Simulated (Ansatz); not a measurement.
Coupled-cluster diagnostics for As₂Se, Ansatz.

Geometry of the singlet (PBE0-D4/def2-TZVP):

Cartesian coordinates in Å:
```
As 0.004 0.006 -0.016
As 0.519 0.668 -1.938
Se -0.523 -0.674 1.955
```

Correlated methods freeze 27 core orbitals; core or outer-core shells of As, Se are correlated, in sets that lack core-valence functions. Another isomer (singlet) lies 0.80 eV lower at PBE0-D4/def2-TZVP; other spin states weren't run for this one.

(1) Estimate the CCSD(T) correlation energy, the shares of MP2 and (T), T1 and the reference's ⟨S²⟩ for: charge 0, singlet, own geometry in def2-TZVPP; and the rough time on 4 threads of Intel Xeon Platinum 8259CL on a shared host.

Results:

(1) 
```
                          state       basis  correlation (eV)  MP2 share (%)  (T) share (%)     T1  ⟨S²⟩ (pure)  wall time                  remarks
charge 0, singlet, own geometry  def2-TZVPP           -22.283           96.7            5.3  0.015  0.00 (0.00)       14 s  restricted SCF unstable
```
Customary marks for T1 are 0.02 (closed shells), 0.045 (open shells) and about 0.05 (3d metals). T1 stays under 0.02 throughout.
